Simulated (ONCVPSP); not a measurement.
**Plane-wave convergence, ONCV potential for Se (Z = 34)**

* Element: selenium (Se)
* Generator: ONCVPSP 4.0.1
* Type: optimised norm-conserving Vanderbilt (ONCV)
* Functional: LDA (Perdew-Wang 92)
* Relativity: fully relativistic
* Frozen core: [Ne]
* Valence charge: 24
* Reference configuration: 3s2 3p6 3d10 4s2 4p4
* Partial waves: 3s+4s: rc 1.15 bohr, ncon 3, nbas 7, qcut 9.4 1/bohr, 3 projectors, debl 3 Ha; 3p+4p: rc 1.05 bohr, ncon 4, nbas 8, qcut 13.3 1/bohr, 2 projectors; 3d: rc 1.00 bohr, ncon 4, nbas 8, qcut 17.5 1/bohr, 2 projectors, debl 3 Ha
* Local potential: polynomial inside 0.85 bohr (lpopt 5, dvloc0 0 Ha)
* Core correction: polynomial model core, fcfact 0.35

Open shells are filled in proportion to 2j + 1.

Q: For each optimised wave give the share of its norm inside rc, the residual kinetic energy above qcut (Ha) and the cutoffs (Ha) for errors of 10, 1, 0.1 and 0.01 mHa per electron.

A:

```json
{"wave": "3s", "norm inside rc": "0.986", "residual KE": "7.6e-07", "10 mHa": "21.6", "1 mHa": "27.4", "0.1 mHa": "32.4", "0.01 mHa": "36.6"}
{"wave": "4s", "norm inside rc": "0.141", "residual KE": "2.0e-05", "10 mHa": "17.1", "1 mHa": "22.1", "0.1 mHa": "32.1", "0.01 mHa": "67.3"}
{"wave": "s projector 3", "norm inside rc": "0.058", "residual KE": "2.8e-05", "10 mHa": "16.3", "1 mHa": "21.5", "0.1 mHa": "37.3", "0.01 mHa": "59.1"}
{"wave": "3p j=3/2", "norm inside rc": "0.955", "residual KE": "1.5e-06", "10 mHa": "53.0", "1 mHa": "65.0", "0.1 mHa": "74.5", "0.01 mHa": "81.9"}
{"wave": "4p j=3/2", "norm inside rc": "0.047", "residual KE": "3.7e-07", "10 mHa": "40.4", "1 mHa": "55.4", "0.1 mHa": "67.3", "0.01 mHa": "77.3"}
{"wave": "3p j=1/2", "norm inside rc": "0.960", "residual KE": "1.9e-06", "10 mHa": "54.1", "1 mHa": "65.9", "0.1 mHa": "75.3", "0.01 mHa": "82.7"}
{"wave": "4p j=1/2", "norm inside rc": "0.050", "residual KE": "5.7e-07", "10 mHa": "41.9", "1 mHa": "56.8", "0.1 mHa": "68.7", "0.01 mHa": "78.4"}
{"wave": "3d j=5/2", "norm inside rc": "0.881", "residual KE": "3.3e-07", "10 mHa": "99.4", "1 mHa": "115.8", "0.1 mHa": "129.1", "0.01 mHa": "139.3"}
{"wave": "d projector 2 j=5/2", "norm inside rc": "0.072", "residual KE": "4.6e-07", "10 mHa": "90.6", "1 mHa": "110.9", "0.1 mHa": "127.0", "0.01 mHa": "139.2"}
{"wave": "3d j=3/2", "norm inside rc": "0.884", "residual KE": "3.4e-07", "10 mHa": "99.6", "1 mHa": "116.0", "0.1 mHa": "129.2", "0.01 mHa": "139.4"}
{"wave": "d projector 2 j=3/2", "norm inside rc": "0.072", "residual KE": "4.8e-07", "10 mHa": "90.8", "1 mHa": "111.1", "0.1 mHa": "127.2", "0.01 mHa": "139.4"}
```

The occupied waves need 116 Ha and 129 Ha for 1 and 0.1 mHa.
